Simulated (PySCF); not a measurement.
Gas-phase reaction: 3 SnF2 + 6 H = 2 SnH3F + SnF4

Computed with PySCF and rigid-rotor harmonic-oscillator thermochemistry at 1 bar. † marks an energy on the PBE0/def2-TZVP geometry and frequencies; other levels use their own. MP2 and CCSD(T) freeze the core. Open shells (unrestricted): H (multiplicity 2); the rest are closed-shell singlets. Sn: scalar-relativistic def2 core potential, no spin-orbit coupling. SnH3F: computed as isolated molecules; such fragments, hydroxides, amides, oligomers or adducts are transient or little studied in the gas. MP2 isn't extrapolated to the basis-set limit. CCSD(T) isn't extrapolated to the basis-set limit.

```tsv
level	ΔH°(298 K), kJ
BLYP/def2-TZVP†	-983
CCSD(T)/def2-SVP†	-1106
CCSD(T)/def2-TZVPP†	-1143
HF/def2-TZVP†	…
M06-2X/def2-TZVP†	-1114
MP2/def2-SVP†	…
PBE/def2-TZVP†	…
PBE0/def2-SVP†	-1061
PBE0/def2-TZVP	-1069
LDA/def2-TZVP†	-1212
ωB97M-V/def2-TZVP†	…
```

Problem. Complete the blanks.

Solution. 
- HF/def2-TZVP†, ΔH°(298 K), kJ: -862
- MP2/def2-SVP†, ΔH°(298 K), kJ: -1059
- PBE/def2-TZVP†, ΔH°(298 K), kJ: -1008
- ωB97M-V/def2-TZVP†, ΔH°(298 K), kJ: -1115
